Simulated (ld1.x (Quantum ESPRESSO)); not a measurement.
tin (Sn), TM: configuration errors across variants

```json
{
  "Element": "tin",
  "Generator": "ld1.x (Quantum ESPRESSO) 7.5",
  "Type": "norm-conserving Troullier–Martins (Kleinman–Bylander form)",
  "Functional": "PW91",
  "Relativity": "scalar-relativistic",
  "Frozen core": "[Kr] 4d10",
  "Valence charge": "4",
  "Reference configuration": "5s2 5p1.5 (charge +0.5)",
  "Partial waves": "5s (bound): rc 1.75 bohr; 5p (bound): rc 1.95 bohr; 5d channel at 0.45 Ry: rc 1.55 bohr",
  "Local potential": "all-electron potential smoothed inside 1.35 bohr (lloc = -1)",
  "Core correction": "Bessel-smoothed model core, default radius (core density twice the valence density)"
}
```

All-electron excitation energies from the reference (eV): (1) 5s2 5p2 -2.642; (2) 5s2 5p1 4.290; (3) 5s2 5p0 18.321; (4) 5s1 5p0 49.394; (5) 5s1 5p3 4.364; (6) 5s0 5p4 11.601; (7) 5s1 5p2 11.968.

The default core radius of the base comes out at 1.76 bohr.

3 further variants failed, have other tests or another functional or relativity, and are left out.

A true bound ghost makes a file unfit for plane-wave use even where its test errors are small: the radial tests pick states by their node count and pass the ghost by.

Errors AE − PS in meV (a dash: test not solved or not reliable):

```tsv
change	(1)	(2)	(3)	(4)	(5)	(6)	(7)	bound ghosts
base	-1.1	-4.2	-49	-313	-11	-59	-36	s, p, d
core correction Bessel-smoothed model core inside 1.86 bohr	-1.1	-4.2	-49	-311	-11	-59	-35	s, p, d
all radii but the core radius scaled by about 1.12 (s 1.96, p 2.18, d 1.74 bohr); local potential all-electron potential smoothed inside 1.52 bohr (lloc = -1)	+0.7	-2.3	-50	-311	-10	-35	-13	s, d
wave 5s (bound): rc 1.75 bohr becomes 5s (bound): rc 2.00 bohr	-1.1	-4.2	-49	-311	-9.8	-54	-34	s, p, d
wave 5d channel at 0.45 Ry: rc 1.55 bohr becomes 5d channel at 0.84 Ry: rc 1.55 bohr	-1.1	-4.2	-49	-313	-11	-59	-36	s, d, p
```

(1) Give the same row for: wave 5p (bound): rc 1.95 bohr becomes 5p (bound): rc 2.66 bohr.

Answers

(1) -0.9, -4.1, -50, -314, -11, -59, -34; bound ghosts: s, p, d.
